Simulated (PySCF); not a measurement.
ZrOF, SMILES [O]=[Zr][F] (connectivity only; charge and spin as stated), neutral, multiplicity 2. Geometry optimised at PBE-D3(BJ)/def2-TZVP. The multiplicity is an assumed one; other spin states were not compared. The def2 effective core potentials stand for the cores of Zr; spin–orbit coupling is left out.

These are PBE-D3(BJ)/def2-TZVP (PySCF) values and carry that method's errors.

Harmonic wavenumbers (cm⁻¹): 227, 636, 942. Rotational constants (GHz): 17.31, 6.532, 4.743; symmetry number 1.

Q: Work out the zero-point energy and the ideal-gas rigid-rotor harmonic-oscillator thermochemistry at 298.15 K and 1 atm.

A: ZPE = ½ Σ hcν = ½ × 1806 cm⁻¹ = 10.80 kJ/mol. H − E(el) = 22.57 kJ/mol. Entropy in J/(mol K): translation 169.08, rotation 100.03, vibration 10.08, spin 5.76, total 284.96. G − E(el) = -62.39 kJ/mol. Cp = 46.65 J/(mol K).
